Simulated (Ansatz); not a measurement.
Molecular dynamics of AlClH4O2Si

Input file:

```yaml
crystal:
  periodic: [false, false, false]
  atoms:
    - { symbol: Al, position_ang: [-0.00739, -0.072545, -0.109365] }
    - { symbol: O, position_ang: [0.004982, -0.53478, 1.523384] }
    - { symbol: H, position_ang: [-0.898924, -1.012445, 1.649351] }
    - { symbol: Cl, position_ang: [1.670327, 0.919642, -0.793467] }
    - { symbol: O, position_ang: [-1.224576, -0.339944, -1.240125] }
    - { symbol: Si, position_ang: [-2.634295, -1.123627, -0.709235] }
    - { symbol: H, position_ang: [-2.555447, -1.569457, 0.684334] }
    - { symbol: H, position_ang: [-3.766629, -0.217076, -0.821939] }
    - { symbol: H, position_ang: [-2.870648, -2.291467, -1.542738] }
basis:
  gaussian: { orbitals: STO-3G }
hamiltonian:
  xc: lda
md:
  timestep: 0.5
  n_steps: 150
  ensemble: nvt_nose_hoover
  temperature: 500.0
  initial_velocities: maxwell_boltzmann
  seed: 130013
  nose_hoover: { tau: 100.0, chain_length: 1 }
  temperature_schedule:
    - { n_steps: 37, end_temperature: 500.0 }
    - { n_steps: 113, end_temperature: 10.0 }
```

Launched with:

```bash
$ ansatz run input.yaml --threads 1 --pin off --max-ram 2048MiB --backend cpu --events-out ev --progress --plain --runs-dir out
```

It starts from a relaxed structure.

Output, in part (one step line in 2, the closing report, with atoms numbered from 0):

```
md step     0: t =     0.00 fs  T =   500.0 K (target 500.0 K)  F+E_penalty+E_count = -30662.66423574 eV  E_kin = 0.452410 eV  conserved = -30662.21182574 eV  (24 SCF iters)
md step     2: t =     1.00 fs  T =   475.9 K (target 500.0 K)  F+E_penalty+E_count = -30662.64215790 eV  E_kin = 0.430649 eV  conserved = -30662.21150953 eV  (26 SCF iters)
md step     4: t =     2.00 fs  T =   420.2 K (target 500.0 K)  F+E_penalty+E_count = -30662.59125611 eV  E_kin = 0.380215 eV  conserved = -30662.21104622 eV  (26 SCF iters)
md step     6: t =     3.00 fs  T =   362.8 K (target 500.0 K)  F+E_penalty+E_count = -30662.53899517 eV  E_kin = 0.328256 eV  conserved = -30662.21075911 eV  (26 SCF iters)
md step     8: t =     4.00 fs  T =   323.5 K (target 500.0 K)  F+E_penalty+E_count = -30662.50340336 eV  E_kin = 0.292704 eV  conserved = -30662.21075005 eV  (26 SCF iters)
md step    10: t =     5.00 fs  T =   303.7 K (target 500.0 K)  F+E_penalty+E_count = -30662.48565101 eV  E_kin = 0.274779 eV  conserved = -30662.21096949 eV  (26 SCF iters)
md step    12: t =     6.00 fs  T =   289.3 K (target 500.0 K)  F+E_penalty+E_count = -30662.47284782 eV  E_kin = 0.261747 eV  conserved = -30662.21126411 eV  (26 SCF iters)
md step    14: t =     7.00 fs  T =   261.8 K (target 500.0 K)  F+E_penalty+E_count = -30662.44804147 eV  E_kin = 0.236910 eV  conserved = -30662.21137751 eV  (26 SCF iters)
md step    16: t =     8.00 fs  T =   215.9 K (target 500.0 K)  F+E_penalty+E_count = -30662.40613518 eV  E_kin = 0.195388 eV  conserved = -30662.21108581 eV  (27 SCF iters)
md step    18: t =     9.00 fs  T =   172.1 K (target 500.0 K)  F+E_penalty+E_count = -30662.36581380 eV  E_kin = 0.155689 eV  conserved = -30662.21055672 eV  (24 SCF iters)
md step    20: t =    10.00 fs  T =   163.7 K (target 500.0 K)  F+E_penalty+E_count = -30662.35799336 eV  E_kin = 0.148145 eV  conserved = -30662.21038064 eV  (22 SCF iters)
md step    22: t =    11.00 fs  T =   201.3 K (target 500.0 K)  F+E_penalty+E_count = -30662.39235302 eV  E_kin = 0.182183 eV  conserved = -30662.21083321 eV  (22 SCF iters)
md step    24: t =    12.00 fs  T =   256.4 K (target 500.0 K)  F+E_penalty+E_count = -30662.44256367 eV  E_kin = 0.231989 eV  conserved = -30662.21142973 eV  (27 SCF iters)
md step    26: t =    13.00 fs  T =   290.3 K (target 500.0 K)  F+E_penalty+E_count = -30662.47316878 eV  E_kin = 0.262686 eV  conserved = -30662.21159266 eV  (27 SCF iters)
md step    28: t =    14.00 fs  T =   290.8 K (target 500.0 K)  F+E_penalty+E_count = -30662.47303745 eV  E_kin = 0.263146 eV  conserved = -30662.21129329 eV  (28 SCF iters)
md step    30: t =    15.00 fs  T =   275.8 K (target 500.0 K)  F+E_penalty+E_count = -30662.45869996 eV  E_kin = 0.249506 eV  conserved = -30662.21090067 eV  (27 SCF iters)
md step    32: t =    16.00 fs  T =   270.3 K (target 500.0 K)  F+E_penalty+E_count = -30662.45326597 eV  E_kin = 0.244538 eV  conserved = -30662.21074968 eV  (27 SCF iters)
md step    34: t =    17.00 fs  T =   284.5 K (target 500.0 K)  F+E_penalty+E_count = -30662.46598034 eV  E_kin = 0.257433 eV  conserved = -30662.21091091 eV  (27 SCF iters)
md step    36: t =    18.00 fs  T =   308.0 K (target 500.0 K)  F+E_penalty+E_count = -30662.48716075 eV  E_kin = 0.278682 eV  conserved = -30662.21123319 eV  (27 SCF iters)
md step    38: t =    19.00 fs  T =   319.4 K (target 497.8 K)  F+E_penalty+E_count = -30662.49726873 eV  E_kin = 0.288973 eV  conserved = -30662.21148733 eV  (27 SCF iters)
md step    40: t =    20.00 fs  T =   302.3 K (target 489.2 K)  F+E_penalty+E_count = -30662.48137832 eV  E_kin = 0.273549 eV  conserved = -30662.21147538 eV  (27 SCF iters)
md step    42: t =    21.00 fs  T =   259.2 K (target 480.5 K)  F+E_penalty+E_count = -30662.44155834 eV  E_kin = 0.234515 eV  conserved = -30662.21111736 eV  (27 SCF iters)
md step    44: t =    22.00 fs  T =   214.5 K (target 471.8 K)  F+E_penalty+E_count = -30662.40031904 eV  E_kin = 0.194121 eV  conserved = -30662.21065022 eV  (21 SCF iters)
md step    46: t =    23.00 fs  T =   198.3 K (target 463.1 K)  F+E_penalty+E_count = -30662.38516427 eV  E_kin = 0.179402 eV  conserved = -30662.21056219 eV  (20 SCF iters)
md step    48: t =    24.00 fs  T =   215.9 K (target 454.5 K)  F+E_penalty+E_count = -30662.40115191 eV  E_kin = 0.195362 eV  conserved = -30662.21096027 eV  (21 SCF iters)
md step    50: t =    25.00 fs  T =   242.5 K (target 445.8 K)  F+E_penalty+E_count = -30662.42523047 eV  E_kin = 0.219456 eV  conserved = -30662.21138176 eV  (21 SCF iters)
md step    52: t =    26.00 fs  T =   250.4 K (target 437.1 K)  F+E_penalty+E_count = -30662.43191895 eV  E_kin = 0.226596 eV  conserved = -30662.21142146 eV  (25 SCF iters)
md step    54: t =    27.00 fs  T =   235.4 K (target 428.5 K)  F+E_penalty+E_count = -30662.41745610 eV  E_kin = 0.212950 eV  conserved = -30662.21110663 eV  (25 SCF iters)
md step    56: t =    28.00 fs  T =   216.5 K (target 419.8 K)  F+E_penalty+E_count = -30662.39955462 eV  E_kin = 0.195894 eV  conserved = -30662.21074362 eV  (25 SCF iters)
md step    58: t =    29.00 fs  T =   217.0 K (target 411.1 K)  F+E_penalty+E_count = -30662.39942688 eV  E_kin = 0.196347 eV  conserved = -30662.21064080 eV  (26 SCF iters)
md step    60: t =    30.00 fs  T =   243.7 K (target 402.4 K)  F+E_penalty+E_count = -30662.42325100 eV  E_kin = 0.220473 eV  conserved = -30662.21086828 eV  (26 SCF iters)
md step    62: t =    31.00 fs  T =   281.9 K (target 393.8 K)  F+E_penalty+E_count = -30662.45763139 eV  E_kin = 0.255107 eV  conserved = -30662.21124023 eV  (26 SCF iters)
md step    64: t =    32.00 fs  T =   307.8 K (target 385.1 K)  F+E_penalty+E_count = -30662.48056467 eV  E_kin = 0.278502 eV  conserved = -30662.21149962 eV  (26 SCF iters)
md step    66: t =    33.00 fs  T =   305.2 K (target 376.4 K)  F+E_penalty+E_count = -30662.47740297 eV  E_kin = 0.276153 eV  conserved = -30662.21144787 eV  (26 SCF iters)
md step    68: t =    34.00 fs  T =   279.2 K (target 367.7 K)  F+E_penalty+E_count = -30662.45274337 eV  E_kin = 0.252603 eV  conserved = -30662.21107152 eV  (26 SCF iters)
md step    70: t =    35.00 fs  T =   254.7 K (target 359.1 K)  F+E_penalty+E_count = -30662.42957280 eV  E_kin = 0.230468 eV  conserved = -30662.21071283 eV  (26 SCF iters)
md step    72: t =    36.00 fs  T =   254.1 K (target 350.4 K)  F+E_penalty+E_count = -30662.42847091 eV  E_kin = 0.229948 eV  conserved = -30662.21078734 eV  (26 SCF iters)
md step    74: t =    37.00 fs  T =   272.7 K (target 341.7 K)  F+E_penalty+E_count = -30662.44492194 eV  E_kin = 0.246700 eV  conserved = -30662.21118079 eV  (26 SCF iters)
md step    76: t =    38.00 fs  T =   285.1 K (target 333.1 K)  F+E_penalty+E_count = -30662.45571368 eV  E_kin = 0.258004 eV  conserved = -30662.21141900 eV  (24 SCF iters)
md step    78: t =    39.00 fs  T =   274.9 K (target 324.4 K)  F+E_penalty+E_count = -30662.44558121 eV  E_kin = 0.248751 eV  conserved = -30662.21130138 eV  (26 SCF iters)
md step    80: t =    40.00 fs  T =   247.9 K (target 315.7 K)  F+E_penalty+E_count = -30662.42012567 eV  E_kin = 0.224326 eV  conserved = -30662.21098748 eV  (26 SCF iters)
md step    82: t =    41.00 fs  T =   224.1 K (target 307.0 K)  F+E_penalty+E_count = -30662.39762321 eV  E_kin = 0.202735 eV  conserved = -30662.21072684 eV  (26 SCF iters)
md step    84: t =    42.00 fs  T =   220.7 K (target 298.4 K)  F+E_penalty+E_count = -30662.39389830 eV  E_kin = 0.199680 eV  conserved = -30662.21067911 eV  (26 SCF iters)
md step    86: t =    43.00 fs  T =   241.2 K (target 289.7 K)  F+E_penalty+E_count = -30662.41202820 eV  E_kin = 0.218285 eV  conserved = -30662.21086219 eV  (26 SCF iters)
md step    88: t =    44.00 fs  T =   273.5 K (target 281.0 K)  F+E_penalty+E_count = -30662.44076324 eV  E_kin = 0.247450 eV  conserved = -30662.21117611 eV  (26 SCF iters)
md step    90: t =    45.00 fs  T =   296.5 K (target 272.3 K)  F+E_penalty+E_count = -30662.46102727 eV  E_kin = 0.268307 eV  conserved = -30662.21141186 eV  (26 SCF iters)
md step    92: t =    46.00 fs  T =   295.4 K (target 263.7 K)  F+E_penalty+E_count = -30662.45903794 eV  E_kin = 0.267243 eV  conserved = -30662.21134243 eV  (26 SCF iters)
md step    94: t =    47.00 fs  T =   274.7 K (target 255.0 K)  F+E_penalty+E_count = -30662.43922584 eV  E_kin = 0.248594 eV  conserved = -30662.21099611 eV  (26 SCF iters)
md step    96: t =    48.00 fs  T =   256.2 K (target 246.3 K)  F+E_penalty+E_count = -30662.42142976 eV  E_kin = 0.231772 eV  conserved = -30662.21077332 eV  (26 SCF iters)
md step    98: t =    49.00 fs  T =   253.2 K (target 237.7 K)  F+E_penalty+E_count = -30662.41820840 eV  E_kin = 0.229083 eV  conserved = -30662.21095980 eV  (26 SCF iters)
md step   100: t =    50.00 fs  T =   254.9 K (target 229.0 K)  F+E_penalty+E_count = -30662.41941077 eV  E_kin = 0.230678 eV  conserved = -30662.21128390 eV  (26 SCF iters)
md step   102: t =    51.00 fs  T =   241.7 K (target 220.3 K)  F+E_penalty+E_count = -30662.40677061 eV  E_kin = 0.218687 eV  conserved = -30662.21133267 eV  (26 SCF iters)
md step   104: t =    52.00 fs  T =   209.7 K (target 211.6 K)  F+E_penalty+E_count = -30662.37692897 eV  E_kin = 0.189723 eV  conserved = -30662.21108453 eV  (27 SCF iters)
md step   106: t =    53.00 fs  T =   173.8 K (target 203.0 K)  F+E_penalty+E_count = -30662.34369709 eV  E_kin = 0.157302 eV  conserved = -30662.21080477 eV  (27 SCF iters)
md step   108: t =    54.00 fs  T =   152.1 K (target 194.3 K)  F+E_penalty+E_count = -30662.32343164 eV  E_kin = 0.137608 eV  conserved = -30662.21068600 eV  (27 SCF iters)
md step   110: t =    55.00 fs  T =   152.5 K (target 185.6 K)  F+E_penalty+E_count = -30662.32345110 eV  E_kin = 0.138017 eV  conserved = -30662.21072514 eV  (27 SCF iters)
md step   112: t =    56.00 fs  T =   172.6 K (target 176.9 K)  F+E_penalty+E_count = -30662.34128095 eV  E_kin = 0.156160 eV  conserved = -30662.21087435 eV  (27 SCF iters)
md step   114: t =    57.00 fs  T =   201.7 K (target 168.3 K)  F+E_penalty+E_count = -30662.36729228 eV  E_kin = 0.182470 eV  conserved = -30662.21111218 eV  (25 SCF iters)
md step   116: t =    58.00 fs  T =   224.2 K (target 159.6 K)  F+E_penalty+E_count = -30662.38724164 eV  E_kin = 0.202849 eV  conserved = -30662.21128657 eV  (26 SCF iters)
md step   118: t =    59.00 fs  T =   230.1 K (target 150.9 K)  F+E_penalty+E_count = -30662.39187998 eV  E_kin = 0.208234 eV  conserved = -30662.21116835 eV  (27 SCF iters)
md step   120: t =    60.00 fs  T =   228.0 K (target 142.3 K)  F+E_penalty+E_count = -30662.38900775 eV  E_kin = 0.206296 eV  conserved = -30662.21084199 eV  (27 SCF iters)
md step   122: t =    61.00 fs  T =   238.0 K (target 133.6 K)  F+E_penalty+E_count = -30662.39741634 eV  E_kin = 0.215388 eV  conserved = -30662.21074738 eV  (22 SCF iters)
md step   124: t =    62.00 fs  T =   265.7 K (target 124.9 K)  F+E_penalty+E_count = -30662.42220874 eV  E_kin = 0.240455 eV  conserved = -30662.21107164 eV  (26 SCF iters)
md step   126: t =    63.00 fs  T =   291.1 K (target 116.2 K)  F+E_penalty+E_count = -30662.44489192 eV  E_kin = 0.263403 eV  conserved = -30662.21141541 eV  (27 SCF iters)
md step   128: t =    64.00 fs  T =   292.3 K (target 107.6 K)  F+E_penalty+E_count = -30662.44539017 eV  E_kin = 0.264507 eV  conserved = -30662.21136731 eV  (26 SCF iters)
md step   130: t =    65.00 fs  T =   271.2 K (target 98.9 K)  F+E_penalty+E_count = -30662.42546613 eV  E_kin = 0.245372 eV  conserved = -30662.21102626 eV  (26 SCF iters)
md step   132: t =    66.00 fs  T =   248.4 K (target 90.2 K)  F+E_penalty+E_count = -30662.40423695 eV  E_kin = 0.224730 eV  conserved = -30662.21076519 eV  (26 SCF iters)
md step   134: t =    67.00 fs  T =   240.9 K (target 81.5 K)  F+E_penalty+E_count = -30662.39724722 eV  E_kin = 0.217981 eV  conserved = -30662.21074947 eV  (25 SCF iters)
md step   136: t =    68.00 fs  T =   250.7 K (target 72.9 K)  F+E_penalty+E_count = -30662.40609331 eV  E_kin = 0.226833 eV  conserved = -30662.21087782 eV  (26 SCF iters)
md step   138: t =    69.00 fs  T =   269.4 K (target 64.2 K)  F+E_penalty+E_count = -30662.42317471 eV  E_kin = 0.243770 eV  conserved = -30662.21104321 eV  (26 SCF iters)
md step   140: t =    70.00 fs  T =   285.8 K (target 55.5 K)  F+E_penalty+E_count = -30662.43826326 eV  E_kin = 0.258560 eV  conserved = -30662.21119573 eV  (26 SCF iters)
md step   142: t =    71.00 fs  T =   290.1 K (target 46.9 K)  F+E_penalty+E_count = -30662.44263976 eV  E_kin = 0.262528 eV  conserved = -30662.21122405 eV  (26 SCF iters)
md step   144: t =    72.00 fs  T =   282.1 K (target 38.2 K)  F+E_penalty+E_count = -30662.43583739 eV  E_kin = 0.255265 eV  conserved = -30662.21102331 eV  (26 SCF iters)
md step   146: t =    73.00 fs  T =   275.3 K (target 29.5 K)  F+E_penalty+E_count = -30662.43037103 eV  E_kin = 0.249067 eV  conserved = -30662.21076572 eV  (26 SCF iters)
md step   148: t =    74.00 fs  T =   284.9 K (target 20.8 K)  F+E_penalty+E_count = -30662.44066025 eV  E_kin = 0.257825 eV  conserved = -30662.21083060 eV  (26 SCF iters)
md step   150: t =    75.00 fs  T =   305.9 K (target 12.2 K)  F+E_penalty+E_count = -30662.46241142 eV  E_kin = 0.276817 eV  conserved = -30662.21122511 eV  (24 SCF iters)
Total energy: -30662.46243131 eV, -1126.8247105872 hartree
Atom 0 at    -0.018706    -0.147914    -0.212397 Å, force     0.756723     0.567634     0.056253 eV/Å
Atom 1 at    -0.016022    -0.523451     1.459337 Å, force     0.107709     0.100191    -0.704184 eV/Å
Atom 2 at    -0.812397    -1.169458     1.493691 Å, force    -0.303926    -0.194096     0.348664 eV/Å
Atom 3 at     1.686236     1.005104    -0.708878 Å, force    -0.836700    -0.536997    -0.017925 eV/Å
Atom 4 at    -1.191299    -0.605535    -1.373567 Å, force     0.684586     0.615655     0.337567 eV/Å
Atom 5 at    -2.654690    -1.025998    -0.619877 Å, force     0.187477     0.428424     0.422271 eV/Å
Atom 6 at    -2.435589    -1.476261     0.736804 Å, force     0.019616    -0.136510     0.496075 eV/Å
Atom 7 at    -3.640674     0.052456    -0.507170 Å, force     0.154859    -0.148967    -0.314496 eV/Å
Atom 8 at    -3.086151    -2.169807    -1.326451 Å, force    -0.770345    -0.695334    -0.624225 eV/Å
Dipole moment:    -0.810291    -0.461282     0.107600 e Å
```

The run went to its last step. The conserved energy stayed within 0.17 meV per atom of its start (net change 0.067 meV per atom), so the integration is sound. The schedule's set-point averaged 173 K over the second half and the system 249 K, so it lags behind the ramp. A run of 0.075 ps of so small a system gives no equilibrium averages. Limits of this set-up: minimal basis.

The same pairs are bonded in the first frame and the last. Pairs count as bonded within 1.25 times the sum of covalent radii (0.12 Å more for H–H).

Last frame:

```xyz
9
Properties=species:S:1:pos:R:3
Al -0.019 -0.148 -0.212
O -0.016 -0.523 1.459
H -0.812 -1.169 1.494
Cl 1.686 1.005 -0.709
O -1.191 -0.606 -1.374
Si -2.655 -1.026 -0.620
H -2.436 -1.476 0.737
H -3.641 0.052 -0.507
H -3.086 -2.170 -1.327
```

Time of the run: 2.9 min on 1 thread of Intel(R) Xeon(R) Platinum 8375C CPU @ 2.90GHz (Ice Lake) (shared host), peak memory 0.11 GiB.
